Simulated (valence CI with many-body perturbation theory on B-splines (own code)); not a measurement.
**Nb II: electric-dipole lines**

Calculated by relativistic CI+MBPT: four valence electrons over a frozen Dirac-Fock core [Kr], radial functions for each j: 7 s, 7 p, 8 d, 6 f, 4 g, 1 h, with the one-electron correlation potential Σ1, the two-electron term Σ2, the three-electron term Σ3, Breit, model QED; selected CI, second order for the rest, scaled by the run's own slope (own B-spline code, finite nucleus).

Against 31 measured levels this calculation errs by 479 cm⁻¹ on average and by 826 at most. These come from a selection out of the NIST Handbook of Basic Atomic Spectroscopic Data. Levels without a partner in it may be off by more, other configurations by 1,000 to 4,000 cm⁻¹. Among the levels kept, up to 550 cm⁻¹ of a level comes from second order outside the variational space, and about a tenth of that is noise between levels of different J, which matters for small intervals. 2 measured levels below the end of the list, from 14626 cm⁻¹ on, found no clear computed partner, and computed levels of the same name lie up to 394 cm⁻¹ from them.

Lines 101 to 150 of 591 in falling wavelength, among levels below 7.096 eV, chosen from the strongest by gf and those to the six lowest levels. Wavelengths and rates use the calculated energies, so an error of 500 cm⁻¹ moves a line at 331.3 nm by 1.7 % and its rate by three times that or more. Electric multipoles are in the length gauge, E1 and E2 with the static RPA response of the core. Weak lines are less certain than strong ones. Lines between different terms over intervals too small for the method are left out, as are lines whose strength nearly cancels. Where a level lies close to another of its J and parity, the split of strength between their lines is uncertain. The highest levels of a list are the least certain.

Names give the largest LS component (configuration and term), which can be under half, so a name can repeat, a term be missing and a line seem to break the LS rules; names also repeat where a configuration has a term twice. Letters in brackets count levels of one name in rising energy.

| λ vac (nm) | Upper | Lower | A (s⁻¹) | S (a.u.) with core polarisation | S without |
| --- | --- | --- | --- | --- | --- |
| 350.5 | 4d³5p ³G°_3 [a] | 4d⁴ ³H_4 | 2.66e+07 | 3.95e+00 | 4.31e+00 |
| 350.5 | 4d³5p ³G°_5 [b] | 4d³5s ³H_5 | 8.68e+06 | 2.03e+00 | 2.22e+00 |
| 350.2 | 4d³5p ³G°_5 [d] | 4d³5s ³F_4 [b] | 2.02e+07 | 4.72e+00 | 5.13e+00 |
| 349.7 | 4d³5p ³D°_2 [b] | 4d³5s ³D_3 [a] | 2.21e+07 | 2.33e+00 | 2.54e+00 |
| 349.6 | 4d³5p ³P°_1 [c] | 4d³5s ¹P_1 [b] | 2.79e+07 | 1.76e+00 | 1.92e+00 |
| 349.5 | 4d³5p ¹H°_5 [a] | 4d³5s ³G_4 | 1.02e+07 | 2.36e+00 | 2.61e+00 |
| 349.1 | 4d³5p ¹G°_4 [a] | 4d⁴ ¹F_3 | 2.61e+07 | 4.94e+00 | 5.48e+00 |
| 349.1 | 4d³5p ³D°_1 [c] | 4d²5s² ³F_2 | 2.16e+07 | 1.36e+00 | 1.50e+00 |
| 347.9 | 4d³5p ¹P°_1 [a] | 4d³5s ³D_1 [a] | 4.86e+07 | 3.03e+00 | 3.30e+00 |
| 347.6 | 4d³5p ³G°_4 [b] | 4d³5s ³G_5 | 1.63e+07 | 3.04e+00 | 3.34e+00 |
| 347.1 | 4d³5p ³P°_2 [a] | 4d⁴ ¹D_2 [a] | 1.74e+07 | 1.80e+00 | 2.02e+00 |
| 346.6 | 4d³5p ³G°_4 [c] | 4d²5s² ³F_3 | 1.20e+07 | 2.22e+00 | 2.45e+00 |
| 346.4 | 4d³5p ³G°_4 [a] | 4d⁴ ³H_5 | 2.47e+07 | 4.55e+00 | 4.97e+00 |
| 346.2 | 4d³5p ³F°_4 [a] | 4d⁴ ³G_5 | 1.13e+07 | 2.08e+00 | 2.26e+00 |
| 346.2 | 4d³5p ³P°_0 [c] | 4d³5s ¹P_1 [a] | 8.78e+07 | 1.80e+00 | 1.94e+00 |
| 345.7 | 4d³5p ³G°_4 [b] | 4d³5s ³G_4 | 2.83e+07 | 5.20e+00 | 5.67e+00 |
| 345.2 | 4d³5p ⁵F°_5 | 4d⁴ ³F_4 | 1.06e+07 | 2.36e+00 | 2.61e+00 |
| 345.0 | 4d³5p ³P°_0 [a] | 4d³5s ³P_1 | 5.84e+07 | 1.18e+00 | 1.31e+00 |
| 344.4 | 4d³5p ³D°_3 [c] | 4d³5s ³D_3 [a] | 8.40e+06 | 1.19e+00 | 1.30e+00 |
| 344.1 | 4d³5p ¹G°_4 [b] | 4d⁴ ¹F_3 | 9.56e+06 | 1.73e+00 | 1.93e+00 |
| 343.8 | 4d³5p ⁵F°_3 | 4d⁴ ³P_2 [a] | 1.66e+07 | 2.33e+00 | 2.59e+00 |
| 343.8 | 4d³5p ⁵D°_3 [a] | 4d⁴ ³F_4 | 1.62e+07 | 2.28e+00 | 2.51e+00 |
| 342.7 | 4d³5p ³G°_3 [c] | 4d²5s² ³F_2 | 1.37e+07 | 1.90e+00 | 2.08e+00 |
| 342.3 | 4d³5p ¹F°_3 [a] | 4d⁴ ¹G_4 [a] | 2.65e+07 | 3.67e+00 | 4.05e+00 |
| 341.6 | 4d³5p ³H°_4 [b] | 4d³5s ³H_4 | 6.62e+06 | 1.17e+00 | 1.32e+00 |
| 341.6 | 4d³5p ³G°_5 [a] | 4d⁴ ³H_6 | 2.15e+07 | 4.64e+00 | 5.07e+00 |
| 341.2 | 4d³5p ³F°_4 [b] | 4d⁴ ¹G_4 [b] | 9.04e+06 | 1.60e+00 | 1.74e+00 |
| 340.8 | 4d³5p ³D°_1 [c] | 4d³5s ³D_2 [a] | 3.64e+07 | 2.13e+00 | 2.33e+00 |
| 340.5 | 4d³5p ³F°_2 [b] | 4d³5s ³G_3 | 2.54e+07 | 2.48e+00 | 2.72e+00 |
| 339.7 | 4d³5p ³F°_4 [b] | 4d³5s ³G_5 | 1.88e+07 | 3.27e+00 | 3.59e+00 |
| 339.7 | 4d³5p ³D°_2 [c] | 4d³5s ³D_2 [a] | 1.82e+07 | 1.76e+00 | 1.92e+00 |
| 339.4 | 4d³5p ³G°_3 [b] | 4d³5s ³G_3 | 6.19e+07 | 8.36e+00 | 9.14e+00 |
| 338.9 | 4d³5p ¹G°_4 [c] | 4d⁴ ¹F_3 | 2.61e+07 | 4.51e+00 | 5.01e+00 |
| 338.4 | 4d³5p ⁵D°_2 [b] | 4d³5s ³P_2 [a] | 1.43e+07 | 1.36e+00 | 1.51e+00 |
| 338.4 | 4d³5p ³G°_5 [b] | 4d³5s ³G_5 | 7.27e+07 | 1.53e+01 | 1.67e+01 |
| 338.1 | 4d³5p ³D°_3 [b] | 4d³5s ³G_3 | 1.62e+07 | 2.16e+00 | 2.36e+00 |
| 337.8 | 4d³5p ³F°_4 [b] | 4d³5s ³G_4 | 1.78e+07 | 3.05e+00 | 3.32e+00 |
| 336.5 | 4d³5p ³G°_5 [b] | 4d³5s ³G_4 | 1.24e+07 | 2.57e+00 | 2.84e+00 |
| 335.7 | 4d³5p ³F°_3 [b] | 4d³5s ³G_4 | 2.50e+07 | 3.26e+00 | 3.59e+00 |
| 335.4 | 4d³5p ¹H°_5 [a] | 4d⁴ ¹G_4 [a] | 3.26e+07 | 6.67e+00 | 7.33e+00 |
| 335.1 | 4d³5p ³P°_2 [d] | 4d³5s ³D_3 [a] | 1.92e+07 | 1.78e+00 | 1.93e+00 |
| 334.6 | 4d³5p ⁵D°_3 [a] | 4d⁴ ³P_2 [a] | 1.29e+07 | 1.67e+00 | 1.86e+00 |
| 333.4 | 4d³5p ¹P°_1 [b] | 4d³5s ¹P_1 [b] | 2.89e+07 | 1.58e+00 | 1.72e+00 |
| 333.0 | 4d³5p ¹I°_6 | 4d³5s ¹H_5 | 1.44e+08 | 3.41e+01 | 3.72e+01 |
| 332.8 | 4d³5p ³I°_5 | 4d³5s ³H_4 | 1.18e+08 | 2.37e+01 | 2.61e+01 |
| 332.7 | 4d³5p ³P°_1 [b] | 4d³5s ³P_2 [a] | 2.88e+07 | 1.57e+00 | 1.73e+00 |
| 332.4 | 4d³5p ³G°_3 [a] | 4d⁴ ³F_3 [a] | 1.47e+07 | 1.87e+00 | 2.06e+00 |
| 332.2 | 4d³5p ³F°_3 [b] | 4d³5s ³G_3 | 1.70e+07 | 2.15e+00 | 2.35e+00 |
| 331.9 | 4d³5p ³G°_4 [b] | 4d⁴ ¹G_4 [a] | 8.29e+06 | 1.35e+00 | 1.47e+00 |
| 331.3 | 4d³5p ⁵G°_2 | 4d³5s ⁵F_2 | 3.85e+07 | 3.45e+00 | 3.84e+00 |
